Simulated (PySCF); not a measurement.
Hf(F)4 anion (F₄Hf), SMILES [F][Hf]([F])([F])[F] (connectivity only; charge and spin as stated), charge -1, multiplicity 2.

Geometry: PBE0-D3(BJ)/def2-SVPD. The spin state was assumed, not searched. The isomer is the one that the SMILES or the coordinates give; other isomers of the formula were not compared. The def2 effective core potentials stand for the cores of Hf; spin–orbit coupling is left out.

Level of theory: PySCF with PBE0/def2-SVPD.

Gas-phase values at a fixed geometry.

Computed frontier levels, dipole moment and polarisability:
The α spin, highest occupied and lowest empty level is -0.08 and 3.70 eV, the β spin, highest occupied and lowest empty level is -5.82 and 2.93 eV and the dipole moment about the centre of nuclear charge comes out as 0.00 D. The mean static polarisability is 73.1 bohr³ (10.84 Å³). The polarisability, principal values is 57.4, 57.4, 104.7 bohr³ and the ⟨S²⟩ is 0.751 (pure state 0.75).
